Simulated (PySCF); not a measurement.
Why did this PySCF run fail?

```python
from pyscf import gto, scf, mp

mol = gto.M(
    atom='Be 0 0 0; N 0 0 1.857',
    basis='ano-rcc-vdzp',
    charge=0,
    spin=3,
    verbose=3,
)
mf = scf.UHF(mol)
mf = mf.sfx2c1e()
mf.max_cycle = 2
mf.kernel()
mp.MP2(mf, frozen=1).kernel()
mf.dip_moment()
print('orbital energies (hartree):', [e[max(0, n-3):n+3].round(4) for e, n in zip(mf.mo_energy, mol.nelec)])
```

```bash
$ OMP_NUM_THREADS=1 python input.py
```

The log, shortened:

```
SCF not converged.
SCF energy = -69.006750956455 after 2 cycles  <S^2> = 3.7642147  2S+1 = 4.0071011
E(UMP2) = -69.1375126724395  E_corr = -0.130761715984494
E(SCS-UMP2) = -69.1347353409628  E_corr = -0.127984384507812
Dipole moment(X, Y, Z, Debye): -0.00000,  0.00000, -2.19432
orbital energies (hartree): [array([-0.5921, -0.5921, -0.3088,  0.0682,  0.0682,  0.1785]), array([-4.745e+00, -9.130e-01, -3.867e-01, -4.000e-03,  2.000e-02,
        2.000e-02])]
```

Problem. Which setting is at fault, why, and what does a mended input give?

Solution. The cycle limit (2): the limit is below the number of cycles that the SCF needs. With this edit
```diff
- mf.max_cycle = 2
```
the run finishes: E(SCF) = -69.024914 Eh, E(MP2) − E(SCF) = -0.12311 Eh, ⟨S²⟩ = 3.789, μz(SCF) = -2.08 D.

The bond length is a typed value, not an optimised one. No search for the lowest solution was made.
